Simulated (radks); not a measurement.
The numbers below are computed, except where a source is named.
Exchange energies: the exact (Fock) value of the Kohn-Sham orbitals and density-functional approximations, as 100 (|E| - |E exact|)/|E exact|, negative where the magnitude is too small. Species: Sm33+ [Ar] 3d10 4s1; Si3+ [Ne] 3s1; Ba2+ [Xe]. Code: a radial shooting solver on a logarithmic mesh with Libxc functionals. Model: non-relativistic Kohn-Sham, PBE, spin-polarised, spherical densities, point nucleus. Every spin shell is full or empty, so the densities are truly spherical. Functionals are evaluated on that one density, not self-consistently.

\begin{tabular}{lrrr}
functional & Sm33+ & Si3+ & Ba2+ \\ \hline
exact (hartree) & -180.867 & -19.4788 & -188.849 \\
LDA & -5.35 & -8.44 & -4.66 \\
PBEsol & -2.54 & -3.66 & -2.20 \\
revPBE & -0.40 & -0.08 & -0.31 \\
PW86 & -0.35 & +0.56 & -0.25 \\
AM05 & -4.87 & -7.27 & -4.36 \\
EV93 & -0.19 & +1.53 & -0.39 \\
APBE & +0.15 & +0.61 & +0.27 \\
TPSS & -0.43 & +0.28 & -0.34 \\
SCAN & +0.07 & +0.30 & +0.13 \\
MS2 & -0.73 & +0.18 & -0.62 \\
\end{tabular}
